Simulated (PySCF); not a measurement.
CH4Cl2GeO, SMILES [OH][Ge]([Cl])([CH3])[Cl].

Geometry: B3LYP-D3(BJ)/def2-SVP. This is a generated structure with no PubChem entry under its InChIKey; it may be hypothetical. The values are those of a single conformer.

Computed with B3LYP-D3(BJ)/def2-SVP run with PySCF.

Frequencies are harmonic and unscaled.

```csv
mode,ν (cm⁻¹),IR (km/mol),Raman (Å⁴/amu),depolarisation,moving atoms (share of kinetic energy)
1,69,0.4,0.0,–,H 99 %
2,132,7.4,3.2,0.75,"H 32 %, C 30 %, Cl 25 %, O 13 %"
3,140,2.8,3.1,0.75,"Cl 70 %, C 10 %, Ge 8 %"
4,173,4.6,1.9,0.67,"Cl 28 %, Ge 28 %, C 22 %, H 16 %"
5,188,4.6,2.2,0.75,"H 43 %, O 18 %, Cl 14 %, Ge 13 %, C 13 %"
6,216,21.4,2.8,0.62,"O 46 %, Ge 19 %, Cl 15 %, H 13 %"
7,271,109.9,0.8,0.75,"H 50 %, O 41 %"
8,400,31.4,14.2,0.05,"Cl 75 %, Ge 19 %"
9,424,100.4,3.8,0.75,"Cl 60 %, Ge 39 %"
10,620,22.5,16.9,0.17,"C 61 %, H 19 %, Ge 17 %"
11,727,99.1,6.2,0.21,"O 78 %, Ge 18 %"
12,813,9.0,0.4,0.31,"H 79 %, C 17 %"
13,814,41.0,1.5,0.75,"H 79 %, C 19 %"
14,911,122.7,2.7,0.72,H 89 %
15,1260,4.9,2.6,0.13,"H 80 %, C 20 %"
16,1425,5.2,10.1,0.75,H 96 %
17,1427,3.5,9.6,0.75,H 96 %
18,3055,0.1,129.1,0.00,H 98 %
19,3165,0.0,86.4,0.75,"H 90 %, C 10 %"
20,3171,0.0,69.8,0.75,"H 90 %, C 10 %"
21,3834,93.8,98.8,0.29,H 94 %
```
